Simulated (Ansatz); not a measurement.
Consider the ligand exchange at the Si–C bond: `F[SiH](Cl)C#[C][GeH3]` + CH₃SH → `CS[SiH](F)Cl` + `C#[C][GeH3]`.

Gas-phase electronic energies from Ansatz, PBE0-D4/def2-TZVP geometries. CBS: MP2 limit from def2 TZ/QZ plus the TZ coupled-cluster correction, frozen cores. This one scheme is used for every species. DFT in def2-TZVPP. For Ge outer-core shells are correlated without core-valence functions, which leaves a few kJ/mol of doubt a bond. Scalar relativity is left out up to krypton. Each species was taken in one conformer, which may not be the lowest.

`F[SiH](Cl)C#[C][GeH3]`:

```xyz
10

F     1.518   -2.757   -1.050
Si    0.145   -2.391   -0.344
Cl   -1.372   -2.959   -1.573
C     0.074   -0.605   -0.080
C     0.009    0.588    0.129
Ge   -0.089    2.467    0.442
H     0.054   -3.144    0.916
H    -1.455    2.958   -0.045
H     0.072    2.707    1.946
H     1.044    3.137   -0.341
```

CH₃SH:

```xyz
6

C    -0.096    0.324   -0.357
S    -0.419   -0.559    1.186
H     0.824    0.904   -0.300
H    -0.931    1.011   -0.494
H    -0.062   -0.356   -1.207
H     0.683   -1.324    1.172
```

`CS[SiH](F)Cl`:

Cartesian coordinates in Å:
```
C 1.352 0.042 0.728
S -0.347 0.470 1.219
Si -1.388 -0.035 -0.528
F -1.315 -1.597 -0.825
Cl -0.589 0.862 -2.182
H 1.986 0.304 1.573
H 1.442 -1.025 0.529
H 1.656 0.618 -0.144
H -2.798 0.360 -0.370
```

`C#[C][GeH3]`:

```xyz
7

C    -1.192   -1.438    0.726
C    -0.475   -0.574    0.289
Ge    0.654    0.790   -0.399
H    -1.826   -2.203    1.112
H     1.651    1.198    0.692
H     1.400    0.239   -1.620
H    -0.213    1.988   -0.801
```

```json
{"species": "`F[SiH](Cl)C#[C][GeH3]`", "ωB97X-V energy (Eh)": "-3004.95951"}
{"species": "CH₃SH", "ωB97X-V energy (Eh)": "-438.65543"}
{"species": "`CS[SiH](F)Cl`", "ωB97X-V energy (Eh)": "-1288.27052"}
{"species": "`C#[C][GeH3]`", "ωB97X-V energy (Eh)": "-2155.35483"}
```

Q: Work out ΔE.

A: ΔE = (-1288.27052) + (-2155.35483) − (-3004.95951) − (-438.65543) = -0.01041 Eh = -27.3 kJ/mol. CCSD(T)/CBS gives -25.4 kJ/mol.

Largest T1 diagnostic among the species: 0.012.

In def2-TZVPP, CCSD(T) changes the Hartree–Fock value by −5.7 kJ/mol (the triples alone add −1.3 kJ/mol) and MP2 by −7.7 kJ/mol. The D4 term adds −5.9 kJ/mol with B3LYP and −2.9 kJ/mol with PBE0; it sums over pairs of atoms, weighted by their polarisabilities, and B3LYP, whose exchange is more repulsive, gets the larger term.

B3LYP here is the variant with VWN-RPA as its local correlation; programs differ in this.
